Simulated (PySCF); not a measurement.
Species: C8H13FO.
SMILES with atom numbers: `[CH3:1][C@@H:2]1[CH2:3][CH2:4][C@@:5]([CH3:6])([C:7](=[O:8])[F:9])[CH2:10]1`

NICS is the negative of the GIAO shielding at a point without a nucleus: at the ring centre (0) and 1 Å above and below it (1); zz is the component along the ring normal. Level: GIAO PBE0/pcSseg-1 (PySCF, non-relativistic, gas phase) on the GFN2-xTB geometry, one conformer.

Ring bond lengths (Å), with Mayer bond orders in brackets: C2–C3 1.529 (1.00), C3–C4 1.528 (1.05), C4–C5 1.544 (0.96), C5–C10 1.550 (0.96), C10–C2 1.530 (0.98).

Question: Give the NICS values of each ring in ppm.

Answer: 
```json
{"ring": "C2–C3–C4–C5–C10", "type": "5-membered carbocycle; formal bonds all single", "NICS(0)": "-5.2", "NICS(1), two faces": "-3.9 / -3.6", "NICS(1)zz, two faces": "-1.9 / -1.7", "rms pucker (Å)": "0.18", "centre to ring atoms, mean (Å)": "1.29"}
```

Question: What can be read from them?

Answer: 
- C2–C3–C4–C5–C10: mean NICS(1)zz -1.8 ppm, near zero. C2, C3, C4, C5, C10 have four or more neighbours, and the NICS criterion for π rings isn't applied.

Question: At the first NICS(1) probe listed for ring C2–C3–C4–C5–C10, 1 Å off the ring, what do the in-plane components average?

Answer: The isotropic value is a third of the trace: (3 × -3.9 − (-1.9))/2 = -4.9 ppm.

Question: How shielded are the nuclei of the rings and their hydrogens (means over atoms taken as equivalent)?

Answer: 
| atoms | environment | σ isotropic (ppm) | principal values of the symmetric part, first atom (ppm) |
| --- | --- | --- | --- |
| C2 | sp3 CH carbon | 147.0 | 121.5, 155.2, 164.3 |
| C3 | ring CH2 carbon | 148.5 | 120.8, 149.7, 174.9 |
| C4 | ring CH2 carbon | 148.6 | 118.0, 152.9, 174.7 |
| C5 | sp3 carbon next to a carbonyl | 137.2 | 110.9, 141.2, 159.7 |
| C10 | ring CH2 carbon | 135.0 | 101.8, 133.9, 169.1 |
| H on C2 | methine hydrogen | 29.84 | 26.0, 29.1, 34.4 |
| H on C3 | methylene hydrogen | 30.54 | 26.4, 29.6, 35.6 |
| H on C3 | methylene hydrogen | 29.85 | 25.0, 27.7, 36.8 |
| H on C4 | methylene hydrogen | 28.73 | 23.9, 28.0, 34.3 |
| H on C4 | methylene hydrogen | 30.28 | 25.7, 28.9, 36.2 |
| H on C10 | methylene hydrogen | 29.34 | 24.7, 29.7, 33.6 |
| H on C10 | methylene hydrogen | 30.62 | 25.9, 31.7, 34.3 |
